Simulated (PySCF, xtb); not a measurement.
In(F) cation (FIn), SMILES [F][In] (connectivity only; charge and spin as stated), charge +1, multiplicity 2.

Harmonic wavenumbers (cm⁻¹) from GFN2-xTB (xtb) at its own minimum, in rising order: 160.

What does PBE0-D3(BJ)/def2-TZVP (PySCF) give at its own minimum? (An estimate is asked for; the answer gives what the named calculation found.)

579. Paired by order, the mean absolute difference is 418 cm⁻¹ and the zero-point energies are 0.2 and 0.8 kcal/mol.
